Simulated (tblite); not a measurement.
Compound: C₃H₁₃BrOSi₃.
SMILES with atom numbers: `[SiH3:1][O:2][CH2:3][CH2:4][C:5]([SiH3:6])([SiH3:7])[Br:8]` (hydrogens: H9, H10, H11 on Si1; H12, H13 on C3; H14, H15 on C4; H16, H17, H18 on Si6; H19, H20, H21 on Si7)

Computed with GFN2-xTB (tblite), gas phase: L-BFGS steps from a force-field or distance-geometry start until the largest atomic force falls under 0.01 eV/Å.

Geometry at step 1:
```
atom  x, y, z in Å
Si1    -3.0960   -0.1632   -0.4307
O2     -1.6059   -0.1122    0.2667
C3     -0.9225    1.1140    0.3997
C4      0.4127    0.9410    1.1287
C5      1.4394   -0.0107    0.5079
Si6     1.1031   -1.8862    0.5495
Si7     1.9890    0.3255   -1.2805
Br8     3.1191    0.2261    1.6136
H9     -2.9821    0.3580   -1.8098
H10    -3.6073   -1.5444   -0.4390
H11    -4.0170    0.7101    0.3373
H12    -1.5447    1.8190    0.9781
H13    -0.7684    1.5678   -0.5883
H14     0.1859    0.5948    2.1423
H15     0.8438    1.9475    1.2341
H16     0.0937   -2.2820   -0.4350
H17     2.3397   -2.6452    0.2534
H18     0.6485   -2.2721    1.8892
H19     0.8578    0.1122   -2.1982
H20     3.1297   -0.5227   -1.6864
H21     2.3726    1.7397   -1.3915
```

Problem. What forces act on the atoms?

Solution. 
```json
{"atom": "Si1", "Fx (eV/Å)": "-0.107", "Fy (eV/Å)": "0.003", "Fz (eV/Å)": "0.003"}
{"atom": "O2", "Fx (eV/Å)": "-0.295", "Fy (eV/Å)": "0.157", "Fz (eV/Å)": "-0.230"}
{"atom": "C3", "Fx (eV/Å)": "0.117", "Fy (eV/Å)": "-0.226", "Fz (eV/Å)": "0.008"}
{"atom": "C4", "Fx (eV/Å)": "0.087", "Fy (eV/Å)": "-0.083", "Fz (eV/Å)": "0.166"}
{"atom": "C5", "Fx (eV/Å)": "-0.009", "Fy (eV/Å)": "0.059", "Fz (eV/Å)": "-0.147"}
{"atom": "Si6", "Fx (eV/Å)": "-0.327", "Fy (eV/Å)": "-0.582", "Fz (eV/Å)": "0.357"}
{"atom": "Si7", "Fx (eV/Å)": "0.128", "Fy (eV/Å)": "0.494", "Fz (eV/Å)": "-0.528"}
{"atom": "Br8", "Fx (eV/Å)": "-0.269", "Fy (eV/Å)": "-0.065", "Fz (eV/Å)": "-0.184"}
{"atom": "H9", "Fx (eV/Å)": "-0.023", "Fy (eV/Å)": "-0.047", "Fz (eV/Å)": "0.189"}
{"atom": "H10", "Fx (eV/Å)": "0.452", "Fy (eV/Å)": "0.292", "Fz (eV/Å)": "0.153"}
{"atom": "H11", "Fx (eV/Å)": "0.199", "Fy (eV/Å)": "-0.133", "Fz (eV/Å)": "-0.151"}
{"atom": "H12", "Fx (eV/Å)": "0.150", "Fy (eV/Å)": "-0.150", "Fz (eV/Å)": "-0.044"}
{"atom": "H13", "Fx (eV/Å)": "0.079", "Fy (eV/Å)": "-0.116", "Fz (eV/Å)": "-0.021"}
{"atom": "H14", "Fx (eV/Å)": "0.001", "Fy (eV/Å)": "-0.078", "Fz (eV/Å)": "0.044"}
{"atom": "H15", "Fx (eV/Å)": "0.006", "Fy (eV/Å)": "-0.137", "Fz (eV/Å)": "-0.130"}
{"atom": "H16", "Fx (eV/Å)": "0.070", "Fy (eV/Å)": "0.145", "Fz (eV/Å)": "0.018"}
{"atom": "H17", "Fx (eV/Å)": "-0.165", "Fy (eV/Å)": "0.314", "Fz (eV/Å)": "0.056"}
{"atom": "H18", "Fx (eV/Å)": "0.058", "Fy (eV/Å)": "0.121", "Fz (eV/Å)": "-0.005"}
{"atom": "H19", "Fx (eV/Å)": "0.091", "Fy (eV/Å)": "-0.071", "Fz (eV/Å)": "0.137"}
{"atom": "H20", "Fx (eV/Å)": "-0.282", "Fy (eV/Å)": "0.153", "Fz (eV/Å)": "0.232"}
{"atom": "H21", "Fx (eV/Å)": "0.040", "Fy (eV/Å)": "-0.050", "Fz (eV/Å)": "0.077"}
```

The largest, 0.76 eV/Å, acts on Si6; the rms over all components is 0.197 eV/Å. The forces sum to zero within rounding, as they must for an isolated molecule in no field.

Problem. Give the force on Si6 in Eh/bohr and in nN.

Solution. 0.757 eV/Å ÷ 51.422 = 0.01472 Eh/bohr, and 0.757 eV/Å × 1.602 = 1.21 nN.

Problem. How far is this geometry from the end of the optimisation?

Solution. 0.310 eV above it, and 0.448 Å rms away after alignment. The bonds farthest from their final lengths, with half the difference of the two atoms' forces along the bond (positive lengthens):

```json
{"bond": "C5–Br8", "now (Å)": "2.025", "final (Å)": "2.000", "force along bond (eV/Å)": "-0.13"}
{"bond": "Si1–H10", "now (Å)": "1.473", "final (Å)": "1.452", "force along bond (eV/Å)": "-0.23"}
{"bond": "Si7–H20", "now (Å)": "1.478", "final (Å)": "1.458", "force along bond (eV/Å)": "-0.16"}
{"bond": "Si1–H11", "now (Å)": "1.483", "final (Å)": "1.466", "force along bond (eV/Å)": "-0.17"}
{"bond": "Si1–O2", "now (Å)": "1.646", "final (Å)": "1.629", "force along bond (eV/Å)": "-0.13"}
{"bond": "C4–C5", "now (Å)": "1.531", "final (Å)": "1.517", "force along bond (eV/Å)": "-0.01"}
```

The angle farthest from its final value is Si6–C5–Si7, 104.2° against 115.2°.

Of the 6 listed bonds off by 0.010 Å or more, this force points towards the final length in 6.

The cost below is that of the whole relaxation. Time: 3.9 s wall. Hardware: one thread, Arm Neoverse N1 (aarch64), shared host with 64 logical CPUs at a one-minute load of 59.
